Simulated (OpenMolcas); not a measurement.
Computed levels of 4d in ions with 37 electrons, in cm-1 above ²D_3/2.

```yaml
Program: OpenMolcas 26.06
Method: SS-CASPT2, IPEA 0.25 Eh, imaginary shift 0.1 Eh
Basis: ANO-RCC-VTZP
Scalar_Hamiltonian: DKH2, point nucleus
Spin-orbit_coupling: state interaction with AMFI integrals over the reference wave functions, term energies averaged over their components
```

Active space for each ion: 1 electron in 5 orbitals (4d); closed shells correlated by CASPT2: 4s 4p.

| Level | Nb4+ | Mo5+ | Ru7+ |
| --- | --- | --- | --- |
| ²D_5/2 | 1848 | 2480 | 4190 |

Question: Estimate ²D_5/2 for Tc6+ from its neighbours Mo5+ and Ru7+.

Answer: ²D_5/2 is fine structure, which grows about as the fourth power of a screened charge, so the fourth roots are averaged: ((2480^0.25 + 4190^0.25) / 2)^4 = 3251. The calculation gives 3290, so the estimate is off by -1.2 %.

CASPT2 does not keep the components of a term degenerate, so their means are used; among the terms shown or strongly mixed into the levels shown the widest spread is 13 cm-1 (4d ²D, Nb4+). With one active electron, CASPT2 adds the correlation within the correlated inactive shells and between them and that electron, and leaves the splitting within a term as the reference gives it. Levels of configurations outside the active space are missing.
